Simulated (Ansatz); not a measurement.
Stretch profile

WO2F2 (SMILES [O]=[W](=[O])([F])[F]), closed shell, at its PBE0-D4/def2-TZVP minimum:

O1  (-0.737, -0.522, 1.425)
W2  (0.011, -0.016, -0.007)
O3  (1.519, -0.783, -0.066)
F4  (-1.007, -0.566, -1.450)
F5  (0.264, 1.815, 0.057)
(Å)

The bond length O1–W2 (1.693 Å at the minimum) is set to the values below, the two halves moving rigidly along the bond. Each method's energies count from its own value at the PBE0-D4 minimum structure. Computed with Ansatz 0.2.0 (basis: def2-TZVPP); correlated methods freeze the cores. Core potentials replace the inner electrons of the atoms past krypton. B3LYP uses VWN-RPA correlation.

CCSD(T) energies along the scan:
```json
{"bond length (Å)": "1.523", "CCSD(T) (kJ/mol)": "125.3"}
{"bond length (Å)": "1.557", "CCSD(T) (kJ/mol)": "78.1"}
{"bond length (Å)": "1.607", "CCSD(T) (kJ/mol)": "31.4"}
{"bond length (Å)": "1.665", "CCSD(T) (kJ/mol)": "4.5"}
{"bond length (Å)": "1.730", "CCSD(T) (kJ/mol)": "0.8"}
{"bond length (Å)": "1.799", "CCSD(T) (kJ/mol)": "18.8"}
{"bond length (Å)": "1.873", "CCSD(T) (kJ/mol)": "55.4"}
{"bond length (Å)": "1.950", "CCSD(T) (kJ/mol)": "105.5"}
{"bond length (Å)": "2.031", "CCSD(T) (kJ/mol)": "165.7"}
```
They count from the CCSD(T) energy at the PBE0-D4 minimum.

Minimum and curvature along this coordinate at CCSD(T): A fifth-order fit through the nearest points gives 1.707 Å, with a curvature of about 56 eV/Å².

Question: Treat the two halves as rigid bodies and work out the harmonic wavenumber of this stretch from that curvature (ν̃ = 521.5 √(k/μ) cm⁻¹ with k in eV/Å² and μ in u).

Answer: The halves weigh 16.00 and 237.84 u, so μ = 16.00 × 237.84/253.84 = 14.991 u and ν̃ = 521.5 √(56/14.991) ≈ 1000 cm⁻¹. A true normal mode mixes in other motions, so this is a guide only.

Largest difference from the CCSD(T) curve over the scan: PBE-D4 14.8; r2SCAN-D4 8.1; B3LYP-D4 9.1; HF 99.2 kJ/mol. Each curve counts from its own value at the minimum.

The T1 diagnostic stays at or below 0.032. The T1 diagnostic is large here, which may signal multireference character or strong orbital relaxation, so CCSD(T) is less sure. The restricted Hartree–Fock reference is unstable towards an unrestricted one here.

For scale, one of the runs: CCSD(T)/def2-TZVPP, 180 basis functions (an equivalent command: `ansatz run in.yaml --threads 4`). Hardware: 4 CPU threads, shared host. Wall time 77 s; peak host memory 2.4 GiB.
